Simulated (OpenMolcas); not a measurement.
An atom or ion with 43 electrons was computed by XMS-CASPT2, IPEA 0.25 Eh, imaginary shift 0.1 Eh with spin-orbit coupling (OpenMolcas, ANO-RCC-VTZP, DKH2). The lowest levels that the run gave, each within 12 % of the measured value where one is at hand:

```csv
J,Parity,E (cm-1),g
9/2,even,0.0,1.330
7/2,even,2080,1.237
5/2,even,3420,1.031
3/2,even,4270,0.409
5/2,even,11620,1.595
3/2,even,11670,1.651
1/2,even,13040,2.520
9/2,even,14250,1.096
7/2,even,16290,0.892
3/2,even,17040,1.272
1/2,even,19010,0.816
11/2,even,19040,1.091
```

Problem. Which ion is it, and what are the configurations and terms?

Solution. Rh2+ (Z = 45, charge +2; active space 7 electrons in 5 orbitals (4d)). J, parity and g give the terms where levels are pure, and mixed ones are named by the computed weights; the size of the splittings, set against known spectra of the 43-electron sequence, gives the charge. In order, with the measured energies in cm-1 (the list in Shadmi, J. Res. Natl. Bur. Stand. 70A, 435 (1966)): 4d7 4F 9/2, 4d7 4F 7/2 (2148), 4d7 4F 5/2 (3486), 4d7 4F 3/2 (4322), 4d7 4P 5/2 (11062), 4d7 4P 3/2 (10997), 4d7 4P 1/2, 4d7 2G 9/2, 4d7 2G 7/2, 4d7 2P 3/2 [59 %], 4d7 2P 1/2, 4d7 2H 11/2.

CASPT2 breaks the degeneracy within a term, and the mean is taken; among the terms shown or strongly mixed into the levels shown the widest spread is 3100 cm-1 (4d7 2H). Levels of configurations with an s electron are missing; early in the row they begin among the upper levels of the d shell and mix with terms of their name. The CASPT2 spread within a term exceeds the gap to the next term for 4d7 2P and 4d7 2H, 4d7 2H and 4d7 2D(1), so the order of their levels is uncertain. Computed and measured levels are paired by configuration, term and J; levels that our copy of the source lacks, or whose pairing is in doubt (as where it misses far off the trend of its configuration), stay unpaired and out of the deviations. Only configurations of the active space appear.

A share in square brackets marks a mixed level and gives the weight of the term that names it. A number in round brackets counts repeated terms of one configuration in the order of the reference energies.
